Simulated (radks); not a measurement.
Species: Mg2+. Configuration: [He] 2s2 2p5 3s1 (not the ground configuration). All-electron calculation, scalar-relativistic Kohn-Sham, PW91, spin-polarised, spherical densities, point nucleus; open shells are filled with parallel spins first. Program: a radial shooting solver on a logarithmic mesh with Libxc functionals.

Normalised radial functions P(r) = r R(r), r in bohr:

r           2s up    3s up
0.004182   0.0850   0.0274
0.005316   0.1065   0.0343
0.006812   0.1338   0.0431
0.00866    0.1662   0.0535
0.01101    0.2050   0.0660
0.014      0.2509   0.0807
0.01793    0.3058   0.0984
0.0228     0.3651   0.1174
0.02898    0.4282   0.1377
0.03714    0.4925   0.1582
0.04722    0.5457   0.1750
0.06002    0.5781   0.1850
0.07631    0.5740   0.1828
0.09778    0.5110   0.1612
0.1243     0.3741   0.1151
0.158      0.1501   0.0404
0.2025    -0.1684  -0.0646
0.2574    -0.5307  -0.1810
0.3273    -0.8870  -0.2880
0.416     -1.1572  -0.3509
0.5331    -1.2666  -0.3307
0.6777    -1.1759  -0.2053
0.8616    -0.9268   0.0179
1.104     -0.5988   0.3051
1.404     -0.3166   0.5620
1.784     -0.1303   0.7175
2.268     -0.0394   0.7128
2.907     -0.0075   0.5423
3.695     -0.0009   0.3163
4.697     -0.0001   0.1380
6.019     0.0000   0.0375
7.652     0.0000   0.0064

2s up: eigenvalue -117.08 eV, 1 radial node at r = 0.179 bohr, <r> = 0.672 bohr, 90 % of the charge inside 1.06 bohr. 3s up: eigenvalue -23.603 eV, 2 radial nodes at r = 0.175, 0.847 bohr, <r> = 2.28 bohr, 90 % of the charge inside 3.38 bohr.
